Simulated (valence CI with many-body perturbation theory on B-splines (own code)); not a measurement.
## E1 line list for K12+

Calculated by configuration interaction combined with many-body perturbation theory (CI+MBPT): five valence electrons over a frozen Dirac-Fock core [He], radial functions for each j: 11 s, 11 p, 10 d, 8 f, 5 g, 2 h, with the one-electron correlation potential Σ1, the two-electron term Σ2, the three-electron term Σ3, Breit, model QED; selected CI, second order for the rest, scaled by the run's own slope (own B-spline code, finite nucleus).

No measured levels were compared; by estimate levels of excited configurations hold to 0.05 to 0.15 % of their energy, terms of the ground configuration to about 0.5 %. Among the levels kept, up to 5500 cm⁻¹ of a level comes from second order outside the variational space, and about a tenth of that is noise between levels of different J, which matters for small intervals.

Lines 151 to 200 of 550 in falling wavelength, among levels below 38.796 Ry, chosen from the strongest by gf and those to the six lowest levels. Wavelengths and rates use the calculated energies, so an error of 400 cm⁻¹ moves a line at 57.71 nm by 0.23 % and its rate by three times that or more. Electric multipoles are in the length gauge, E1 and E2 with the static RPA response of the core. Weak lines are less certain than strong ones. Lines between different terms over intervals too small for the method are left out, as are lines whose strength nearly cancels. Where a level lies close to another of its J and parity, the split of strength between their lines is uncertain. The highest levels of a list are the least certain.

Names give the largest LS component (configuration and term), which can be under half, so a name can repeat, a term be missing and a line seem to break the LS rules; names also repeat where a configuration has a term twice. Letters in brackets count levels of one name in rising energy.

```csv
λ vac (nm),Upper,Lower,A (s⁻¹),log gf,Branch %
57.71,2s2p³3d ⁴D°_1/2 [a],2s2p³3p ⁴P_1/2 [a],1.51e+09,-0.82,0.1
57.62,2s2p³3d ²D°_3/2 [b],2s2p³3p ²P_1/2 [b],1.18e+09,-0.63,0.1
57.50,2s2p³3d ⁴D°_5/2 [a],2s2p³3p ⁴P_3/2 [a],1.66e+09,-0.31,0.1
57.46,2s2p³3d ⁴D°_3/2 [a],2s2p³3p ⁴P_3/2 [a],1.26e+09,-0.60,0.1
57.24,2s2p³3d ⁴D°_7/2 [c],2s2p³3p ⁴D_7/2 [b],6.33e+08,-0.60,0.0
57.23,2s2p³3d ⁴D°_5/2 [a],2s2p³3p ⁴P_5/2 [a],6.93e+08,-0.69,0.0
57.15,2s²2p²3d ⁴D_5/2,2s²2p²3p ⁴D°_5/2,3.79e+08,-0.95,0.1
57.06,2s2p³3d ⁴D°_7/2 [a],2s2p³3p ⁴P_5/2 [a],2.33e+09,-0.04,0.1
56.56,2s2p³3d ⁴D°_5/2 [c],2s2p³3p ⁴D_5/2 [b],4.47e+08,-0.89,0.0
56.24,2s2p³3d ²D°_5/2 [b],2s2p³3p ²P_3/2 [a],1.03e+09,-0.53,0.1
55.87,2s2p³3d ⁴D°_7/2 [b],2s2p³3p ⁴D_7/2 [a],8.94e+08,-0.48,0.0
55.85,2s²2p²3p ⁴S°_3/2,2s²2p²3s ⁴P_3/2,5.34e+08,-1.00,0.5
55.63,2s2p³3d ²D°_5/2 [b],2s2p³3p ⁴P_3/2 [c],6.41e+08,-0.75,0.0
55.31,2s2p³3d ⁴D°_3/2 [b],2s2p³3p ⁴D_5/2 [a],6.18e+08,-0.95,0.0
54.97,2s2p³3d ⁴D°_5/2 [b],2s2p³3p ⁴D_5/2 [a],6.47e+08,-0.76,0.0
54.29,2s²2p²3d ²F_7/2 [b],2s²2p²3p ²F°_7/2,6.05e+08,-0.67,0.0
54.23,2s²2p²3d ⁴P_5/2,2s²2p²3p ⁴P°_5/2,1.15e+09,-0.52,0.0
54.08,2s²2p²3p ²P°_1/2 [b],2s²2p²3s ²D_3/2,2.00e+09,-0.76,5.1
53.79,2s²2p²3d ²D_3/2 [a],2s²2p²3p ²P°_1/2 [a],1.25e+09,-0.66,0.0
53.72,2s2p³3p ²P_1/2 [d],2s2p³3s ²S°_1/2,1.32e+09,-0.94,0.6
53.54,2s2p³3p ⁴P_3/2 [b],2s2p³3s ⁴D°_3/2,1.02e+09,-0.76,2.0
53.52,2s2p³3p ⁴P_3/2 [b],2s2p³3s ⁴D°_5/2,1.85e+09,-0.50,3.6
53.26,2s2p³3p ²P_3/2 [c],2s2p³3s ²S°_1/2,1.48e+09,-0.60,0.5
53.00,2s2p³3p ⁴P_5/2 [b],2s2p³3s ⁴D°_7/2,2.61e+09,-0.18,3.4
52.80,2s2p³3p ⁴P_1/2 [b],2s2p³3s ⁴D°_1/2,1.79e+09,-0.83,5.9
52.77,2s²2p²3d ⁴P_3/2,2s²2p²3p ⁴P°_5/2,6.42e+08,-0.97,0.0
52.65,2s2p³3p ⁴P_1/2 [b],2s2p³3s ⁴D°_3/2,1.71e+09,-0.85,5.7
52.57,2s²2p²3d ²D_5/2 [a],2s²2p²3p ²P°_3/2 [a],1.88e+09,-0.33,0.1
52.54,2s2p³3p ⁴P_5/2 [b],2s2p³3s ⁴D°_5/2,6.46e+08,-0.80,0.8
51.83,2s²2p²3d ²P_3/2 [a],2s²2p²3p ²S°_1/2,9.41e+08,-0.82,0.1
51.68,2s2p³3d ⁴P°_5/2 [a],2s2p³3p ⁴D_7/2 [a],4.29e+08,-0.99,0.0
50.84,2s²2p²3d ²F_5/2 [b],2s²2p²3p ²F°_5/2,6.23e+08,-0.84,0.0
50.48,2s²2p²3p ²P°_3/2 [b],2s²2p²3s ²D_3/2,1.42e+09,-0.66,3.0
50.31,2s2p³3d ²P°_3/2 [a],2s2p³3p ⁴F_3/2 [b],8.56e+08,-0.89,0.0
50.17,2s²2p²3p ²P°_3/2 [b],2s²2p²3s ²D_5/2,1.65e+09,-0.60,3.5
50.15,2s2p³3d ²P°_1/2 [a],2s2p³3p ²P_1/2 [a],1.55e+09,-0.93,0.1
49.81,2s2p³3p ²P_1/2 [d],2s2p³3s ²D°_3/2 [b],2.18e+09,-0.79,0.9
49.41,2s2p³3d ²P°_3/2 [a],2s2p³3p ⁴F_3/2 [a],8.03e+08,-0.93,0.0
49.27,2s2p³3p ²P_3/2 [c],2s2p³3s ²D°_5/2 [b],1.22e+09,-0.75,0.4
48.87,2s2p³3d ²D°_5/2 [a],2s2p³3p ⁴F_3/2 [b],6.50e+08,-0.86,0.0
48.02,2s2p³3d ²D°_5/2 [a],2s2p³3p ⁴F_3/2 [a],7.31e+08,-0.82,0.1
47.77,2s2p³3d ²F°_7/2 [a],2s2p³3p ²F_7/2 [a],1.23e+09,-0.47,0.1
47.68,2s2p³3d ²F°_5/2 [a],2s2p³3p ²F_5/2 [a],9.78e+08,-0.70,0.0
46.93,2s2p³3d ²D°_3/2 [a],2s2p³3p ²P_1/2 [a],1.33e+09,-0.75,0.1
46.22,2s2p³3d ²P°_3/2 [b],2s2p³3p ²P_3/2 [a],1.02e+09,-0.88,0.0
45.85,2s2p³3d ²P°_1/2 [b],2s2p³3p ²P_1/2 [b],1.58e+09,-1.00,0.0
45.40,2s²2p²3p ²D°_5/2 [b],2s²2p²3s ²P_3/2,1.70e+09,-0.50,11.1
45.35,2s2p³3p ²P_3/2 [d],2s2p³3s ²S°_1/2,1.16e+09,-0.85,0.3
42.91,2s²2p²3d ²D_5/2 [b],2s²2p²3p ²D°_5/2 [a],6.58e+08,-0.96,0.0
42.71,2s²2p²3p ²D°_3/2 [b],2s²2p²3s ²P_1/2,1.65e+09,-0.74,8.5
```
